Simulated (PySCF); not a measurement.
Harmonic spectrum computed at PBE0 in the def2-SVP basis family (core potentials from Rb on, PySCF, no spin–orbit coupling):

| symmetry | ω (cm⁻¹) | IR (km/mol) |
| --- | --- | --- |
| a1 | 68 | 0.3 |
| b2 | 176 | 0.0 |
| b1 | 210 | 2.7 |
| a2 | 211 | 0.0 |
| a1 | 227 | 1.7 |
| b1 | 377 | 75.3 |
| a1 | 450 | 0.2 |
| b2 | 1163 | 119 |
| a1 | 1168 | 115 |

Question: Which molecule gave it? In each, all ligands are bound to the one heavy central atom.
A. SeO₂I₂ (singlet)
B. SO₂I₂ (singlet)
C. TeO₂I₂ (singlet)
D. WO₂I₂ (singlet)
E. CrO₂I₂ (singlet)

Answer: E. It has C2v symmetry with Cr–I 2.472 Å (×2), Cr–O 1.527 Å (×2).
